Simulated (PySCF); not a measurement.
## From computed data to an observable: chemical shift, span and skew from a shielding tensor

C2H8Ge2, SMILES [GeH3]/[CH]=[CH]/[GeH3]. Atoms are numbered in the order given.

```xyz
12

Ge     0.0167     2.3809     0.0000
C     -0.4527     0.4943     0.0000
C      0.4527    -0.4943     0.0000
Ge    -0.0167    -2.3809     0.0000
H      1.5512     2.5015     0.0000
H     -0.5592     3.0788    -1.2475
H     -0.5592     3.0788     1.2475
H     -1.5222     0.2412     0.0000
H      1.5222    -0.2412     0.0000
H      0.5592    -3.0788     1.2475
H      0.5592    -3.0788    -1.2475
H     -1.5512    -2.5015     0.0000
```
Charge 0, spin multiplicity 1.

Coordinates come from a PBE0-D3(BJ)/def2-SVP optimisation.

GIAO shieldings from PBE/pcSseg-1 run with PySCF, non-relativistic, no solvent. The symmetric part of the tensor of C2 has the principal values -87.8, 20.2, 150.0 ppm. The same nucleus in TMS has σ = 182.0 ppm at this level (PySCF, at its B3LYP-D3(BJ)/def2-TZVP geometry).

Task: Work out the isotropic shielding, the ¹³C shift against TMS, the span and the skew.

Result: 
σ(iso) = (σ11 + σ22 + σ33)/3 = 27.5 ppm. δ = σ(ref) − σ(iso) = 182.0 − (27.5) = 154.5 ppm.
Span Ω = σ33 − σ11 = 237.8 ppm. Skew κ = 3(σ(iso) − σ22)/Ω = 0.09. Tumbling in solution averages the tensor to δ; in a static solid the shielding alone would spread this spin-1/2 line over Ω.
